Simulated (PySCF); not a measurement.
AlBr2, charge +1.

```xyz
3

Al     0.0000     0.0000     0.0000
Br     0.0000     0.0000    -2.1564
Br     0.0000     0.0000     2.1564
```
Charge +1, spin multiplicity 1.

Geometry: B3LYP-D3(BJ)/def2-TZVP. The spin state was assumed, not searched. The isomer is the one that the SMILES or the coordinates give; other isomers of the formula were not compared.

These are PBE0/pcSseg-2 in PySCF values and carry that method's errors. Non-relativistic, no solvent.

Task: Give the absolute GIAO shielding of each atom: isotropic value and principal components (ppm). (Estimate from the structure and the level; the computed values follow.)

Result: 
```csv
atom,σ(iso),σ11,σ22,σ33,span
Al1,383.8,175.1,175.1,801.3,626.2
Br2,2559.6,2275.2,2275.2,3128.5,853.4
Br3,2559.6,2275.2,2275.2,3128.5,853.4
```
